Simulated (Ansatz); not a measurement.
`[O]=[Mo]([F])(=[S])[Cl]` + NH₃ → `[NH2][Mo](=[O])([F])=[S]` + HCl  (ligand exchange at a Mo–Cl bond)

Isolated molecules relaxed with PBE0-D4/def2-TZVP in Ansatz; ΔE leaves out vibrations. CBS: MP2 limit from def2 TZ/QZ plus the TZ coupled-cluster correction, frozen cores. This one scheme is used for every species. Functionals use def2-TZVPP. B3LYP here is the variant with VWN-RPA as its local correlation; programs differ in this. def2 core potentials past Kr. For Mo outer-core shells are correlated without core-valence functions, which leaves a few kJ/mol of doubt a bond. Each species was taken in one conformer, which may not be the lowest.

```tsv
level	ΔE (eV)
r2SCAN-D4	0.49
r2SCANh-D4	0.48
B3LYP	0.46
r2SCANh	0.49
BHLYP	0.45
HF/def2-TZVPP	0.43
MP2/def2-TZVPP	0.64
CCSD(T)/def2-TZVPP	0.45
```

What does CCSD(T)/CBS give? (An estimate is asked.)

Computed: +0.49 eV. The listed levels differ from it by 0.00, -0.01, -0.03, 0.00, -0.04, -0.06, 0.15, -0.04 eV.

Largest T1 diagnostic among the species: 0.025, so the coupled-cluster value is less sure than usual.

Leaving LDA and LC-ωPBE aside and taking each functional with its dispersion term where it has one, the values, not all of them listed here, spread over 0.14 eV, from CAM-B3LYP-D4 to B2PLYP. LDA lies −0.09 eV from PBE without D4. At CCSD(T), def2-SVP lies −0.13 eV from the extrapolated value and def2-TZVPP −0.04 eV.
